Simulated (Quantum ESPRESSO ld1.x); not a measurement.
Input file for ld1.x (Quantum ESPRESSO 7.5):

```
 &input
    atom='Br',
    iswitch=1,
    rel=1,
    lsd=1,
    dft='PW',
    config='[Ar] 3d10 4s1 4s0 4p4',
    isic=1,
    verbosity='high',
    prefix='ld1',
    max_out_wfc=37,
    file_charge='ld1.rho',
 /
```

Command: `OMP_NUM_THREADS=1 ld1.x < ld1.in > ld1.out`

It prints:

```
     Program LD1 v.7.5 starts

     --------------------------- All-electron run ----------------------------

     scalar relativistic calculation

     atomic number is 35.00
     dft =PW   lsd =1 sic =1 latt =0  beta=0.20 tr2=1.0E-14
     Exchange-correlation= PW
                           (   1   4   0   0   0   0   0)
     mesh =2021 r(mesh) =  99.94819 a.u. xmin = -8.00 dx = 0.00800
     1 Ry =  13.60569312 eV, c = 137.03599908

     n l     nl                  e(Ry)          e(Ha)          e(eV)
     1 0     1S 1( 1.00)    -997.464711282    -498.732355641 -13571.1987627
     2 0     2S 1( 1.00)    -132.588043160     -66.294021580  -1803.9522270
     2 1     2P 1( 3.00)    -118.641028234     -59.320514117  -1614.1934220
     3 0     3S 1( 1.00)     -20.471018707     -10.235509353   -278.5223984
     3 1     3P 1( 3.00)     -15.766069662      -7.883034831   -214.5083056
     3 2     3D 1( 5.00)      -8.026404396      -4.013202198   -109.2047951
     4 0     4S 1( 1.00)      -3.639423430      -1.819711715    -49.5168783
     4 0     4S 2( 0.00)      -3.418968473      -1.709484236    -46.5174358
     4 1     4P 1( 3.00)      -2.569074641      -1.284537321    -34.9540412
     1 0     1S 2( 1.00)    -997.441965094    -498.720982547 -13570.8892851
     2 0     2S 2( 1.00)    -132.573210725     -66.286605362  -1803.7504215
     2 1     2P 2( 3.00)    -118.622403303     -59.311201651  -1613.9400169
     3 0     3S 2( 1.00)     -20.442053406     -10.221026703   -278.1283054
     3 1     3P 2( 3.00)     -15.734016488      -7.867008244   -214.0721999
     3 2     3D 2( 5.00)      -7.989612732      -3.994806366   -108.7042190
     4 1     4P 2( 1.00)      -2.358901219      -1.179450609    -32.0944861

     final scf error:  7.5E-15 reached in  51 iterations

     Etot =   -5215.987315 Ry,   -2607.993657 Ha,  -70967.122741 eV
     Total magnetization:    3.00 Bohr mag.

     Ekin =    5328.891568 Ry,    2664.445784 Ha,   72503.263360 eV
     Encl =  -12511.014696 Ry,   -6255.507348 Ha, -170221.026609 eV
     Eh   =    2155.743852 Ry,    1077.871926 Ha,   29330.389306 eV
     Exc  =    -189.608039 Ry,     -94.804020 Ha,   -2579.748798 eV

     SIC information:
     Esich=    -117.774764 Ry,     -58.887382 Ha,   -1602.407300 eV
     Esicxc=    104.536752 Ry,      52.268376 Ha,    1422.294962 eV
     Esictot=   -13.238013 Ry,      -6.619006 Ha,    -180.112338 eV

     tot-Exc=  -176.370027 Ry,     -88.185013 Ha,   -2399.636460 eV
     int-Exc=   -71.833275 Ry,     -35.916638 Ha,    -977.341498 eV
     int-Eh=   2037.969088 Ry,    1018.984544 Ha,   27727.982006 eV

     normalization and overlap integrals

     s(1S/1S) =  1.000000  <r> =   0.0427  <r2> =    0.0025  r(max) =   0.0279
     s(1S/2S) = -0.003830
     s(1S/3S) = -0.001674
     s(1S/4S) = -0.000639
     s(2S/2S) =  1.000000  <r> =   0.1899  <r2> =    0.0425  r(max) =   0.1596
     s(2S/3S) = -0.000034
     s(2S/4S) = -0.000131
     s(2P/2P) =  1.000000  <r> =   0.1652  <r2> =    0.0334  r(max) =   0.1275
     s(2P/3P) =  0.002351
     s(2P/4P) =  0.000515
     s(3S/3S) =  1.000000  <r> =   0.5535  <r2> =    0.3527  r(max) =   0.4851
     s(3S/4S) =  0.000694
     s(3P/3P) =  1.000000  <r> =   0.5657  <r2> =    0.3752  r(max) =   0.4813
     s(3P/4P) =  0.002344
     s(3D/3D) =  1.000000  <r> =   0.5868  <r2> =    0.4259  r(max) =   0.4303
     s(4S/4S) =  1.000000  <r> =   1.5787  <r2> =    2.8304  r(max) =   1.3835
     s(4S/4S) =  1.000000  <r> =   1.5898  <r2> =    2.8816  r(max) =   1.3725
     s(4S/1S) = -0.000639
     s(4S/2S) = -0.000132
     s(4S/3S) =  0.000694
     s(4P/4P) =  1.000000  <r> =   1.8238  <r2> =    3.8083  r(max) =   1.5599
     s(1S/1S) =  1.000000  <r> =   0.0427  <r2> =    0.0025  r(max) =   0.0279
     s(1S/2S) = -0.003830
     s(1S/3S) = -0.001674
     s(2S/2S) =  1.000000  <r> =   0.1899  <r2> =    0.0425  r(max) =   0.1596
     s(2S/3S) = -0.000035
     s(2P/2P) =  1.000000  <r> =   0.1652  <r2> =    0.0334  r(max) =   0.1275
     s(2P/3P) =  0.002352
     s(2P/4P) =  0.000499
     s(3S/3S) =  1.000000  <r> =   0.5530  <r2> =    0.3520  r(max) =   0.4851
     s(3P/3P) =  1.000000  <r> =   0.5648  <r2> =    0.3738  r(max) =   0.4813
     s(3P/4P) =  0.002266
     s(3D/3D) =  1.000000  <r> =   0.5833  <r2> =    0.4198  r(max) =   0.4268
     s(4P/4P) =  1.000000  <r> =   1.8660  <r2> =    4.0086  r(max) =   1.5725

     ------------------------ End of All-electron run ------------------------
```

Run on one thread of a shared host, so times are rough (Intel(R) Xeon(R) Processor @ 2.60GHz): 2.4 s of CPU time, 2.7 s wall, 51 iterations on 2021 mesh points.
